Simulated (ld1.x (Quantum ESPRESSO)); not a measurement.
# What the settings do to the PAW potential of iron

Base potential:

ld1.x (Quantum ESPRESSO) 7.5 input, shortened:

```
&input
   title='Fe', zed=26., rel=1, dft='PBE', iswitch=3,
   config='[Ar] 3d6.5 4s1.5 4p0 4f-2'
 /
 &inputp
   pseudotype=3, lpaw=.true., tm=.true., lloc=-1, rcloc=1.15,
   nlcc=.true., new_core_ps=.true.,
   which_augfun='BESSEL', rmatch_augfun=0.85
 /
8
3S  1  0   2.00   0.00  1.15  1.35  0.0
4S  2  0   1.50   0.00  1.15  1.35  0.0
3P  2  1   6.00   0.00  1.20  1.25  0.0
4P  3  1   0.00   0.00  1.20  1.25  0.0
3D  3  2   6.50   0.00  0.75  0.95  0.0
3D  3  2   0.00  -0.10  0.75  0.95  0.0
4F  4  3  -2.00   0.45  1.05  1.15  0.0
4F  4  3  -2.00   1.80  1.05  1.15  0.0
 &test
   configts(1)='3s2 3p6 3d6.5 4s1.5 4p0'
 /
```

All-electron outer shells of the reference configuration (PBE, scalar-relativistic, ld1.x):

| shell | level (eV) | outermost node (bohr) | outermost maximum (bohr) |
| --- | --- | --- | --- |
| 2s | -816.95 | 0.08 | 0.22 |
| 2p | -695.71 | – | 0.18 |
| 3s | -91.55 | 0.33 | 0.70 |
| 3p | -57.65 | 0.30 | 0.72 |
| 3d | -5.48 | – | 0.72 |
| 4s | -4.74 | 1.01 | 2.47 |
| 4p | -1.08 | 1.11 | 3.55 |

Cutoffs, loose and tight: the cutoffs (Ry, on a coarse ladder) from which the occupation-weighted sum of valence levels, in a spherical-Bessel basis at the reference potential, stays within 10 and 1 mRy of its value at 400 Ry. They do not see the model core or the augmentation charge, which bear on the density cutoff. Test errors are all-electron minus pseudo excitation energies from the reference, over the configurations 3s2 3p6 3d6 4s2 4p0; 3s2 3p6 3d6 4s1 4p0; 3s2 3p6 3d6 4s0 4p0; 3s1 3p6 3d6 4s2 4p0; 3s2 3p6 3d7 4s1 4p0; 3s2 3p6 3d6 4s1 4p1; 3s2 3p6 3d6 4s0 4p1. A dash means not determined; rows that change the core or the reference have their own tests.

Cutoffs are not given where the Bessel-basis levels miss the radial ones by over 6 mRy, ghosts where they miss by over 20 mRy; a channel whose overlap is not positive is not tested.

A file whose overlap is not positive is unfit for use, and its test errors describe a broken file.

```tsv
change	outcome	bound ghosts	largest test error (meV)
base	generated, overlap not positive	not determined (overlap not positive)	-18
wave 3d channel at -0.1 Ry: rcut 0.75, rcutus 0.95 bohr becomes 3d channel at -0.14 Ry: rcut 0.75, rcutus 0.95 bohr	generated, overlap not positive	not determined (overlap not positive)	-17
wave 3d channel at -0.1 Ry: rcut 0.75, rcutus 0.95 bohr becomes 3d channel at -0.02 Ry: rcut 0.75, rcutus 0.95 bohr	generated, overlap not positive	not determined (overlap not positive)	-19
wave 3d channel at -0.1 Ry: rcut 0.75, rcutus 0.95 bohr becomes 3d channel at 0.37 Ry: rcut 0.75, rcutus 0.95 bohr	generated, overlap not positive	not determined (overlap not positive)	-21
wave 3d channel at -0.1 Ry: rcut 0.75, rcutus 0.95 bohr becomes 3d channel at 0.76 Ry: rcut 0.75, rcutus 0.95 bohr	generated, overlap not positive	not determined (overlap not positive)	-21
wave 3d channel at -0.1 Ry: rcut 0.75, rcutus 0.95 bohr becomes 3d channel at 1.74 Ry: rcut 0.75, rcutus 0.95 bohr	generated, overlap not positive	not determined (overlap not positive)	-22
wave 3d channel at -0.1 Ry: rcut 0.75, rcutus 0.95 bohr becomes 3d channel at 3.5 Ry: rcut 0.75, rcutus 0.95 bohr	generated, overlap not positive	not determined (overlap not positive)	-22
wave 3d channel at -0.1 Ry: rcut 0.75, rcutus 0.95 bohr becomes 3d channel at 5.58 Ry: rcut 0.75, rcutus 0.95 bohr	generated, overlap not positive	not determined (overlap not positive)	-22
```

**Question.** What comes out with this change to the base: wave 3d channel at -0.1 Ry: rcut 0.75, rcutus 0.95 bohr becomes 3d channel at -0.28 Ry: rcut 0.75, rcutus 0.95 bohr?

**Answer.** outcome: generated, overlap not positive; bound ghosts: not determined (overlap not positive); largest test error (meV): -11. A file whose overlap is not positive is unfit for use, and its test errors describe a broken file.
